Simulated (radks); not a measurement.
Numerical settings for the lead ion Pb+, [Hg] 6p1. All-electron calculation, scalar-relativistic Kohn-Sham, LDA (Slater exchange, Perdew-Wang correlation), spin-unpolarised, spherical densities, finite nucleus; Fermi nuclear charge, rms radius 5.5012 fm. Program: a radial shooting solver on a logarithmic mesh with Libxc functionals. The defaults (mesh step 0.008 in ln r, mesh end at 40 bohr or more with all orbitals vanishing there, Anderson mixing 0.5 over 9 steps, residual threshold near 1e-9 with the energy settled to 1e-9 hartree or 1e-11 of itself, here a cap of 61 iterations) give E = -20864.617 hartree and 6p at -10.149 eV in 14 iterations. Run on one thread of a shared host, so times are rough (Intel(R) Xeon(R) Platinum 8559C): 0.15 s of CPU time, 0.15 s wall, 14 iterations on 2360 mesh points. Changes against that run (0 stands for a change within the tolerance of the run):

| setting | iterations | converged | E (mhartree) | e(6p) (meV) | CPU (s) |
|---|---|---|---|---|---|
| mesh step in ln r 0.2 | 4 | no | diverged | - | 0.01 |
| mesh step in ln r 0.08 | 2 | no | diverged | - | 0.01 |
| mesh step in ln r 0.02 | 14 | yes | +0.00135 | 0 | 0.07 |
| mesh end (bohr) 3 | 14 | level above zero | +1.66e+03 | +2.4e+04 | 0.13 |
| mesh end (bohr) 8 | 14 | yes | +0.847 | +54.4 | 0.15 |
| residual threshold 1e-13 | 23 | yes | 0 | 0 | 0.18 |
| residual threshold 0.01 | 10 | yes | 0 | -0.0174 | 0.11 |
| mixing 2.5 | 17 | yes | 0 | 0 | 0.17 |
| linear mixing, mixing 0.8 | 61 | no | -0.165 | -5.47 | 0.67 |
| linear mixing, mixing 0.2 | 61 | no | 0 | 0 | 0.5 |
| mixing history 2 | 20 | yes | 0 | 0 | 0.19 |
| iteration cap 8 | 8 | no | +0.00257 | +1.16 | 0.09 |

Settled on a wrong energy, with an occupied level pushed above zero by the early mesh end: mesh end (bohr) 3 (+1.66 hartree). Apart from these: no run marked as converged misses the energy by more than 1 mhartree. A mesh that ends early acts as a hard wall.
